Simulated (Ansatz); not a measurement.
Harmonic vibrations of C4H7Br, SMILES `C=C(C)CBr` by finite differences.

```yaml
crystal:
  periodic: [false, false, false]
  atoms:
    - {symbol: C, position_ang: [0.362680, 0.685330, 1.368350]}
    - {symbol: C, position_ang: [0.040918, 0.147500, 0.195412]}
    - {symbol: C, position_ang: [-1.358067, 0.097770, -0.324714]}
    - {symbol: C, position_ang: [1.105763, -0.412576, -0.677902]}
    - {symbol: Br, position_ang: [0.938715, -2.360164, -0.879109]}
    - {symbol: H, position_ang: [-0.389997, 1.127164, 2.011415]}
    - {symbol: H, position_ang: [1.387294, 0.700656, 1.722796]}
    - {symbol: H, position_ang: [-1.435230, 0.623302, -1.282135]}
    - {symbol: H, position_ang: [-2.058292, 0.551750, 0.376309]}
    - {symbol: H, position_ang: [-1.665200, -0.936006, -0.504968]}
    - {symbol: H, position_ang: [1.047473, -0.032249, -1.697144]}
    - {symbol: H, position_ang: [2.100945, -0.247577, -0.274211]}
basis:
  gaussian: {orbitals: def2-TZVP}
hamiltonian: {xc: pbe0, dispersion: d4}
phonons: {temperatures: {t_min: 298.15, t_max: 900, t_step: 200}}
```

```sh
$ ansatz run in.yaml --threads 4 --pin off --events-out ev --progress --plain --max-ram 10444MiB
```

Shortened log:

```
Functional definition: PBE0
mean field -74296.37883188 eV, -2730.3415621772 hartree, gradient 1.5e-5 eV, S^2 0.000000; 0 other end points of the search recorded, 0 dependent functions left out
mean field -74296.37863507 eV, -2730.3415549448 hartree, gradient 1.4e-6 eV, S^2 0.000000; 0 other end points of the search recorded, 0 dependent functions left out
mean field -74296.37863017 eV, -2730.3415547645 hartree, gradient 1.4e-6 eV, S^2 0.000000; 0 other end points of the search recorded, 0 dependent functions left out
mean field -74296.37877402 eV, -2730.3415600510 hartree, gradient 1.4e-6 eV, S^2 0.000000; 0 other end points of the search recorded, 0 dependent functions left out
mean field -74296.37873170 eV, -2730.3415584958 hartree, gradient 1.4e-6 eV, S^2 0.000000; 0 other end points of the search recorded, 0 dependent functions left out
mean field -74296.37865259 eV, -2730.3415555884 hartree, gradient 1.4e-6 eV, S^2 0.000000; 0 other end points of the search recorded, 0 dependent functions left out
mean field -74296.37858516 eV, -2730.3415531106 hartree, gradient 1.4e-6 eV, S^2 0.000000; 0 other end points of the search recorded, 0 dependent functions left out
mean field -74296.37865844 eV, -2730.3415558036 hartree, gradient 1.4e-6 eV, S^2 0.000000; 0 other end points of the search recorded, 0 dependent functions left out
mean field -74296.37866664 eV, -2730.3415561049 hartree, gradient 1.4e-6 eV, S^2 0.000000; 0 other end points of the search recorded, 0 dependent functions left out
mean field -74296.37874494 eV, -2730.3415589822 hartree, gradient 1.4e-6 eV, S^2 0.000000; 0 other end points of the search recorded, 0 dependent functions left out
mean field -74296.37873151 eV, -2730.3415584887 hartree, gradient 1.4e-6 eV, S^2 0.000000; 0 other end points of the search recorded, 0 dependent functions left out
mean field -74296.37862103 eV, -2730.3415544286 hartree, gradient 1.4e-6 eV, S^2 0.000000; 0 other end points of the search recorded, 0 dependent functions left out
mean field -74296.37861080 eV, -2730.3415540526 hartree, gradient 1.4e-6 eV, S^2 0.000000; 0 other end points of the search recorded, 0 dependent functions left out
mean field -74296.37864498 eV, -2730.3415553088 hartree, gradient 1.4e-6 eV, S^2 0.000000; 0 other end points of the search recorded, 0 dependent functions left out
mean field -74296.37870527 eV, -2730.3415575245 hartree, gradient 1.4e-6 eV, S^2 0.000000; 0 other end points of the search recorded, 0 dependent functions left out
mean field -74296.37867929 eV, -2730.3415565696 hartree, gradient 1.4e-6 eV, S^2 0.000000; 0 other end points of the search recorded, 0 dependent functions left out
mean field -74296.37865185 eV, -2730.3415555611 hartree, gradient 1.4e-6 eV, S^2 0.000000; 0 other end points of the search recorded, 0 dependent functions left out
mean field -74296.37865587 eV, -2730.3415557092 hartree, gradient 1.4e-6 eV, S^2 0.000000; 0 other end points of the search recorded, 0 dependent functions left out
mean field -74296.37866730 eV, -2730.3415561290 hartree, gradient 1.4e-6 eV, S^2 0.000000; 0 other end points of the search recorded, 0 dependent functions left out
mean field -74296.37867941 eV, -2730.3415565742 hartree, gradient 1.4e-6 eV, S^2 0.000000; 0 other end points of the search recorded, 0 dependent functions left out
mean field -74296.37864355 eV, -2730.3415552564 hartree, gradient 1.4e-6 eV, S^2 0.000000; 0 other end points of the search recorded, 0 dependent functions left out
mean field -74296.37874988 eV, -2730.3415591640 hartree, gradient 1.4e-6 eV, S^2 0.000000; 0 other end points of the search recorded, 0 dependent functions left out
mean field -74296.37874838 eV, -2730.3415591085 hartree, gradient 1.4e-6 eV, S^2 0.000000; 0 other end points of the search recorded, 0 dependent functions left out
mean field -74296.37865220 eV, -2730.3415555741 hartree, gradient 1.4e-6 eV, S^2 0.000000; 0 other end points of the search recorded, 0 dependent functions left out
mean field -74296.37867301 eV, -2730.3415563390 hartree, gradient 1.4e-6 eV, S^2 0.000000; 0 other end points of the search recorded, 0 dependent functions left out
mean field -74296.37885213 eV, -2730.3415629214 hartree, gradient 1.4e-6 eV, S^2 0.000000; 0 other end points of the search recorded, 0 dependent functions left out
mean field -74296.37879816 eV, -2730.3415609380 hartree, gradient 1.4e-6 eV, S^2 0.000000; 0 other end points of the search recorded, 0 dependent functions left out
mean field -74296.37872561 eV, -2730.3415582721 hartree, gradient 1.4e-6 eV, S^2 0.000000; 0 other end points of the search recorded, 0 dependent functions left out
mean field -74296.37883869 eV, -2730.3415624276 hartree, gradient 1.4e-6 eV, S^2 0.000000; 0 other end points of the search recorded, 0 dependent functions left out
mean field -74296.37879963 eV, -2730.3415609921 hartree, gradient 1.4e-6 eV, S^2 0.000000; 0 other end points of the search recorded, 0 dependent functions left out
mean field -74296.37885279 eV, -2730.3415629459 hartree, gradient 1.4e-6 eV, S^2 0.000000; 0 other end points of the search recorded, 0 dependent functions left out
mean field -74296.37876994 eV, -2730.3415599011 hartree, gradient 1.4e-6 eV, S^2 0.000000; 0 other end points of the search recorded, 0 dependent functions left out
mean field -74296.37877145 eV, -2730.3415599567 hartree, gradient 1.4e-6 eV, S^2 0.000000; 0 other end points of the search recorded, 0 dependent functions left out
mean field -74296.37881446 eV, -2730.3415615371 hartree, gradient 1.4e-6 eV, S^2 0.000000; 0 other end points of the search recorded, 0 dependent functions left out
mean field -74296.37880014 eV, -2730.3415610108 hartree, gradient 1.4e-6 eV, S^2 0.000000; 0 other end points of the search recorded, 0 dependent functions left out
mean field -74296.37879327 eV, -2730.3415607585 hartree, gradient 1.4e-6 eV, S^2 0.000000; 0 other end points of the search recorded, 0 dependent functions left out
mean field -74296.37877619 eV, -2730.3415601307 hartree, gradient 1.4e-6 eV, S^2 0.000000; 0 other end points of the search recorded, 0 dependent functions left out
mean field -74296.37873713 eV, -2730.3415586952 hartree, gradient 1.4e-6 eV, S^2 0.000000; 0 other end points of the search recorded, 0 dependent functions left out
mean field -74296.37872745 eV, -2730.3415583395 hartree, gradient 1.4e-6 eV, S^2 0.000000; 0 other end points of the search recorded, 0 dependent functions left out
mean field -74296.37882995 eV, -2730.3415621063 hartree, gradient 1.4e-6 eV, S^2 0.000000; 0 other end points of the search recorded, 0 dependent functions left out
mean field -74296.37881593 eV, -2730.3415615912 hartree, gradient 1.4e-6 eV, S^2 0.000000; 0 other end points of the search recorded, 0 dependent functions left out
mean field -74296.37881681 eV, -2730.3415616236 hartree, gradient 1.4e-6 eV, S^2 0.000000; 0 other end points of the search recorded, 0 dependent functions left out
mean field -74296.37879830 eV, -2730.3415609432 hartree, gradient 1.4e-6 eV, S^2 0.000000; 0 other end points of the search recorded, 0 dependent functions left out
mean field -74296.37880584 eV, -2730.3415612204 hartree, gradient 1.4e-6 eV, S^2 0.000000; 0 other end points of the search recorded, 0 dependent functions left out
mean field -74296.37882689 eV, -2730.3415619940 hartree, gradient 1.4e-6 eV, S^2 0.000000; 0 other end points of the search recorded, 0 dependent functions left out
mean field -74296.37880265 eV, -2730.3415611031 hartree, gradient 1.4e-6 eV, S^2 0.000000; 0 other end points of the search recorded, 0 dependent functions left out
mean field -74296.37879335 eV, -2730.3415607615 hartree, gradient 1.4e-6 eV, S^2 0.000000; 0 other end points of the search recorded, 0 dependent functions left out
mean field -74296.37874618 eV, -2730.3415590278 hartree, gradient 1.4e-6 eV, S^2 0.000000; 0 other end points of the search recorded, 0 dependent functions left out
mean field -74296.37875587 eV, -2730.3415593840 hartree, gradient 1.4e-6 eV, S^2 0.000000; 0 other end points of the search recorded, 0 dependent functions left out
mean field -74296.37877030 eV, -2730.3415599142 hartree, gradient 1.4e-6 eV, S^2 0.000000; 0 other end points of the search recorded, 0 dependent functions left out
mean field -74296.37878919 eV, -2730.3415606084 hartree, gradient 1.4e-6 eV, S^2 0.000000; 0 other end points of the search recorded, 0 dependent functions left out
mean field -74296.37880607 eV, -2730.3415612289 hartree, gradient 1.4e-6 eV, S^2 0.000000; 0 other end points of the search recorded, 0 dependent functions left out
mean field -74296.37879868 eV, -2730.3415609573 hartree, gradient 1.4e-6 eV, S^2 0.000000; 0 other end points of the search recorded, 0 dependent functions left out
mean field -74296.37877994 eV, -2730.3415602685 hartree, gradient 1.4e-6 eV, S^2 0.000000; 0 other end points of the search recorded, 0 dependent functions left out
mean field -74296.37877827 eV, -2730.3415602071 hartree, gradient 1.4e-6 eV, S^2 0.000000; 0 other end points of the search recorded, 0 dependent functions left out
mean field -74296.37880195 eV, -2730.3415610772 hartree, gradient 1.4e-6 eV, S^2 0.000000; 0 other end points of the search recorded, 0 dependent functions left out
mean field -74296.37881809 eV, -2730.3415616705 hartree, gradient 1.4e-6 eV, S^2 0.000000; 0 other end points of the search recorded, 0 dependent functions left out
mean field -74296.37873614 eV, -2730.3415586590 hartree, gradient 1.4e-6 eV, S^2 0.000000; 0 other end points of the search recorded, 0 dependent functions left out
mean field -74296.37873996 eV, -2730.3415587994 hartree, gradient 1.4e-6 eV, S^2 0.000000; 0 other end points of the search recorded, 0 dependent functions left out
mean field -74296.37881495 eV, -2730.3415615552 hartree, gradient 1.4e-6 eV, S^2 0.000000; 0 other end points of the search recorded, 0 dependent functions left out
mean field -74296.37881650 eV, -2730.3415616122 hartree, gradient 1.4e-6 eV, S^2 0.000000; 0 other end points of the search recorded, 0 dependent functions left out
mean field -74296.37882074 eV, -2730.3415617678 hartree, gradient 1.4e-6 eV, S^2 0.000000; 0 other end points of the search recorded, 0 dependent functions left out
mean field -74296.37881261 eV, -2730.3415614691 hartree, gradient 1.4e-6 eV, S^2 0.000000; 0 other end points of the search recorded, 0 dependent functions left out
mean field -74296.37880321 eV, -2730.3415611236 hartree, gradient 1.4e-6 eV, S^2 0.000000; 0 other end points of the search recorded, 0 dependent functions left out
mean field -74296.37881117 eV, -2730.3415614163 hartree, gradient 1.4e-6 eV, S^2 0.000000; 0 other end points of the search recorded, 0 dependent functions left out
mean field -74296.37872970 eV, -2730.3415584221 hartree, gradient 1.4e-6 eV, S^2 0.000000; 0 other end points of the search recorded, 0 dependent functions left out
mean field -74296.37874430 eV, -2730.3415589588 hartree, gradient 1.4e-6 eV, S^2 0.000000; 0 other end points of the search recorded, 0 dependent functions left out
mean field -74296.37874603 eV, -2730.3415590225 hartree, gradient 1.4e-6 eV, S^2 0.000000; 0 other end points of the search recorded, 0 dependent functions left out
mean field -74296.37873267 eV, -2730.3415585313 hartree, gradient 1.4e-6 eV, S^2 0.000000; 0 other end points of the search recorded, 0 dependent functions left out
mean field -74296.37881311 eV, -2730.3415614876 hartree, gradient 1.4e-6 eV, S^2 0.000000; 0 other end points of the search recorded, 0 dependent functions left out
mean field -74296.37881779 eV, -2730.3415616594 hartree, gradient 1.4e-6 eV, S^2 0.000000; 0 other end points of the search recorded, 0 dependent functions left out
mean field -74296.37880172 eV, -2730.3415610688 hartree, gradient 1.4e-6 eV, S^2 0.000000; 0 other end points of the search recorded, 0 dependent functions left out
mean field -74296.37880522 eV, -2730.3415611975 hartree, gradient 1.4e-6 eV, S^2 0.000000; 0 other end points of the search recorded, 0 dependent functions left out
Total energy: -74296.60308225 eV, -2730.3498032263 hartree
Atom 0 at     0.362680     0.685330     1.368350 Å, force    -0.000274    -0.001694     0.001042 eV/Å
Atom 1 at     0.040918     0.147500     0.195412 Å, force    -0.000390    -0.001651     0.000272 eV/Å
Atom 2 at    -1.358067     0.097770    -0.324714 Å, force     0.000485     0.000862    -0.000498 eV/Å
Atom 3 at     1.105763    -0.412576    -0.677902 Å, force     0.001065     0.000158    -0.000585 eV/Å
Atom 4 at     0.938715    -2.360164    -0.879109 Å, force    -0.000703     0.001737     0.000541 eV/Å
Atom 5 at    -0.389997     1.127164     2.011415 Å, force     0.000074     0.000773    -0.000186 eV/Å
Atom 6 at     1.387294     0.700656     1.722796 Å, force     0.000157     0.000435    -0.000167 eV/Å
Atom 7 at    -1.435230     0.623302    -1.282135 Å, force    -0.000272    -0.000343    -0.000058 eV/Å
Atom 8 at    -2.058292     0.551750     0.376309 Å, force    -0.000014     0.000107    -0.000142 eV/Å
Atom 9 at    -1.665200    -0.936006    -0.504968 Å, force    -0.000000    -0.000209     0.000182 eV/Å
Atom 10 at     1.047473    -0.032249    -1.697144 Å, force    -0.000143    -0.000502    -0.000274 eV/Å
Atom 11 at     2.100945    -0.247577    -0.274211 Å, force     0.000015     0.000328    -0.000127 eV/Å
Dipole moment:    -0.051158     0.402203     0.031183 e Å
Vibrations: 84.15 171.50 180.78 377.65 406.65 476.21 625.24 750.78 844.62 893.00 942.97 994.36 1028.46 1063.22 1159.65 1236.16 1323.00 1404.85 1439.70 1462.37 1474.63 1489.48 1728.30 3044.17 3104.56 3106.93 3147.25 3157.10 3182.21 3244.13 cm⁻¹, zero-point energy 2.699388 eV
```

Run time 3 min (4 threads of an Arm Neoverse V2 on a shared host); peak host memory 0.69 GiB.
